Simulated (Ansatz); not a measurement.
`CBC[SiH2]F` → `BC[SiH2]F` + `[CH2]` (triplet) at 600 K and 1 bar (formal loss of a carbene).

Computed with Ansatz on PBE0-D4/def2-TZVP structures; ΔE is electronic, products minus reactants. CCSD(T)/CBS adds triple-zeta CCSD(T) − MP2 to the extrapolated MP2 energy (def2 sets, frozen cores). This one scheme is used for every species. Triplets are unrestricted, without spin–orbit coupling. Each species was taken in one conformer, which may not be the lowest.

| species | CCSD(T)/CBS energy (Eh) | H − E (kJ/mol) | S (J/(mol·K)) |
| --- | --- | --- | --- |
| `CBC[SiH2]F` | -494.66261 | 322.4 | 477.5 |
| `BC[SiH2]F` | -455.38132 | 233.8 | 407.8 |
| `[CH2]` (triplet) | -39.09499 | 66.5 | 220.8 |

H − E and S are ideal-gas, rigid-rotor, harmonic terms from PBE0-D4/def2-TZVP, for one conformer and one mirror image of each species, with the whole ground term of open shells counted as degenerate. 1 Eh = 2625.50 kJ/mol, R = 8.31446 J/(mol·K).

Task: By hand: ΔE, ΔH, ΔS and ΔG.

Result: ΔE = (-455.38132) + (-39.09499) − (-494.66261) = 0.18630 Eh = 489.1 kJ/mol. Δ(H − E) = 233.8 + 66.5 − 322.4 = -22.1, so ΔH = 467.0 kJ/mol. ΔS = 407.8 + 220.8 − 477.5 = 151.1 J/(mol·K). ΔG = 467.0 − 600 × (151.1)/1000 = 376.3 kJ/mol.

Task: By hand: the equilibrium constant, and the temperature at which ΔG would vanish if ΔH and ΔS stayed fixed.

Result: log₁₀ K = −ΔG/(RT ln 10) = -32.8. ΔG = 0 at ΔH/ΔS = 3091 K, far beyond where these terms or the molecules hold.

The number of gas molecules changes by +1, which sets the sign of ΔS. A doubt of 5 kJ/mol in ΔE shifts log₁₀ K by 0.4 here. Other conformers and mirror images would add mixing entropy, several J/(mol·K) or more a flexible species. Modes under 60 cm⁻¹, often nearly free rotors, make the harmonic entropy too high. A triplet takes part, so the spin changes. These are equilibria of isolated gas molecules and say nothing of rates. Largest T1 diagnostic: 0.011 (customary marks: 0.02 for closed shells, 0.045 for open ones).
